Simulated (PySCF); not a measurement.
C₃H₃N₂, SMILES n1cc[c][nH]1, multiplicity 2. Coordinates come from a B3LYP-D3(BJ)/def2-SVP optimisation. The isomer is the one that the SMILES or the coordinates give; other isomers of the formula were not compared.

Level of theory: B3LYP-D3(BJ)/def2-SVP (PySCF).

Harmonic wavenumbers (cm⁻¹): 492, 591, 683, 777, 890, 896, 916, 1033, 1083, 1175, 1263, 1335, 1394, 1451, 1545, 3230, 3278, 3661. Rotational constants (GHz): 10.75, 9.327, 4.994; symmetry number 1.

Q: Work out the zero-point energy and the ideal-gas rigid-rotor harmonic-oscillator thermochemistry at 298.15 K and 1 atm.

A: ZPE = ½ Σ hcν = ½ × 25694 cm⁻¹ = 153.69 kJ/mol. H − E(el) = 165.91 kJ/mol. Entropy in J/(mol K): translation 161.20, rotation 100.32, vibration 10.07, spin 5.76, total 277.36. G − E(el) = 83.22 kJ/mol. Cp = 61.65 J/(mol K).
